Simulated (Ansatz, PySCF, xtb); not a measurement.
Torsion F1–Si2–Si3–H4 in FH3Si2 (SMILES F[Si][SiH3]); at each angle all else is relaxed with GFN2-xTB, and the levels are single points there.
Geometry at 60° (charge 0, multiplicity 1):
```xyz
6

F      2.49305     0.45055    -0.05484
Si     1.54266    -0.89933     0.04710
Si    -0.56436     0.02096    -0.00350
H     -1.01976     0.82504    -1.14876
H     -0.96962     0.81799     1.16633
H     -1.45976    -1.15254     0.00964
```

On the grid 0° to 120°, 0° is the highest and 60° the lowest point at MP2/CBS(cc-pV(T+d)Z, cc-pV(Q+d)Z) + ΔCCSD(T)/cc-pV(T+d)Z.

Correlated levels freeze the cores. Rows in 3-21G carry no dispersion term and start afresh at each structure.

The values were computed with Ansatz (a first-principles code) with Gaussian orbitals; PySCF for 3-21G rows; xtb for the GFN methods. 

### Question
Estimate the energy at 0° less that at 60° that GFN2-xTB returns for this input.

### Answer
-0.7 kcal/mol
